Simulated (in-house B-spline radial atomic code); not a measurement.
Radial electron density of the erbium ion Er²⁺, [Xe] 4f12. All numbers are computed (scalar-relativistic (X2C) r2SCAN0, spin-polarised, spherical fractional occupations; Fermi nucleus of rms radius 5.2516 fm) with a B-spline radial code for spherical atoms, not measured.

Caution: exact exchange at fractional occupations of open shells leaves self-interaction of up to several eV.

One-electron X2C: radii and densities carry no picture-change correction, so inner-shell <1/r> comes out high (for 1s by about 2 % at Z = 33, 5 % at 54, 10 % at 75, 30 % at 118) and <r> low.

Columns: r (bohr), 4πr²n(r) (electrons per bohr), bar.

```
0.000446    2.635 #
0.000549    3.569 #
0.000676    4.821 ##
0.000833    6.493 ##
 0.00103    8.749 ###
 0.00126    11.55 ####
 0.00155    15.27 ######
 0.00191    20.06 #######
 0.00236    26.17 #########
  0.0029    33.47 ############
 0.00358    42.36 ###############
  0.0044    52.31 ###################
 0.00542     63.2 #######################
 0.00668    74.15 ###########################
 0.00822    83.83 ##############################
  0.0101    90.82 #################################
  0.0125    93.86 ##################################
  0.0153    92.25 #################################
  0.0189    87.01 ###############################
  0.0233    81.59 #############################
  0.0287    80.87 #############################
  0.0353    88.52 ################################
  0.0435    103.7 #####################################
  0.0535    118.3 ###########################################
  0.0659    121.9 ############################################
  0.0811    110.8 ########################################
  0.0999    95.68 ###################################
   0.123    93.25 ##################################
   0.152    104.9 ######################################
   0.187    108.2 #######################################
    0.23    87.47 ################################
   0.283    58.85 #####################
   0.348    49.88 ##################
   0.429    58.07 #####################
   0.528    58.05 #####################
    0.65    42.87 ###############
   0.801     26.2 #########
   0.986    17.05 ######
    1.21     12.6 #####
     1.5    8.417 ###
    1.84    4.536 ##
    2.27    1.775 #
    2.79   0.5067 
    3.44   0.1002 
    4.23  0.01472 
    5.21  0.00165
```

On this grid the curve has 4 maxima, near 0.0125, 0.0659, 0.187, 0.429 bohr.

The 5p up radial function P(r) = rR(r), positive near the nucleus:

| r (bohr) | P |
| --- | --- |
| 0.000833 | 0.001165 |
| 0.00126 | 0.002188 |
| 0.00191 | 0.004189 |
| 0.0029 | 0.008118 |
| 0.0044 | 0.01573 |
| 0.00668 | 0.03016 |
| 0.0101 | 0.05589 |
| 0.0153 | 0.09844 |
| 0.0233 | 0.1586 |
| 0.0353 | 0.2142 |
| 0.0535 | 0.205 |
| 0.0811 | 0.04808 |
| 0.123 | -0.2223 |
| 0.187 | -0.2863 |
| 0.283 | 0.1266 |
| 0.429 | 0.4753 |
| 0.65 | -0.007802 |
| 0.986 | -0.7843 |
| 1.5 | -0.8888 |
| 2.27 | -0.4436 |
| 3.44 | -0.09563 |
| 5.21 | -0.00669 |
